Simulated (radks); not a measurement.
Values are calculated unless marked as measured or tabulated.
Q: The mean radii <r> (bohr) of the occupied orbitals of an atom or ion are listed with their occupations. Code: a radial shooting solver on a logarithmic mesh with Libxc functionals. Model: Dirac Kohn-Sham, relativistic LDA (MacDonald-Vosko exchange, VWN5 correlation), spin-unpolarised, spherical densities, finite nucleus; Fermi nuclear charge, rms radius of each element as measured or else 0.836 A^(1/3) + 0.57 fm.

orbital  occ.      <r>
1s1/2       2  0.03355
2s1/2       2   0.1455
2p1/2       2   0.1236
2p3/2       4   0.1283
3s1/2       2   0.3918
3p1/2       2   0.3818
3p3/2       4   0.3912
3d3/2       4   0.3585
3d5/2       4   0.3614

Name the element and its charge. Open shells, if any, fill j = l - 1/2 first.

A: Z = 44, ruthenium, charge +18: Ru18+ in [Ar] 3d8. The 1s radius gives Z: for a bare nucleus <r> = (2 gamma + 1)/(2Z) with gamma = sqrt(1 - (Z/c)^2), 0.03289 bohr for Z = 44, and screening makes it slightly larger (0.03355 here). The occupations add up to 26, and the charge is Z minus that.
